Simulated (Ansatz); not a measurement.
(ZnSe)2 ring (Zn2Se2). Charge 0, multiplicity 1. Geometry r2SCAN-D4/def2-SVP, basis def2-TZVP, Ansatz.

Cartesian coordinates in Å:
```
Zn -1.050 0.153 -0.579
Se -0.007 1.942 0.525
Zn 1.050 -0.153 0.579
Se 0.007 -1.942 -0.525
```

| run | HOMO (eV) | LUMO (eV) |
| --- | --- | --- |
| A | -5.44 | -3.84 |
| B | -8.41 | -1.48 |
| C | -8.53 | -1.31 |
| D | -5.37 | -3.73 |
| E | -5.66 | -3.67 |
| F | -5.67 | -3.83 |

Problem. The runs used B97M-V, PBE, r2SCAN, revPBE, ωB97M-V, ωB97X-V. Estimate which is which.

Solution. A PBE (0 % exact exchange); B ωB97M-V (range-separated); C ωB97X-V (range-separated); D revPBE (0 % exact exchange); E r2SCAN (0 % exact exchange); F B97M-V (0 % exact exchange). Exact exchange lowers occupied and raises empty levels; among semilocal functionals meta-GGAs tend to open the gap a little, and such runs are hard to tell apart. The gap grows from 1.60 eV (PBE) to 7.22 eV (ωB97X-V).
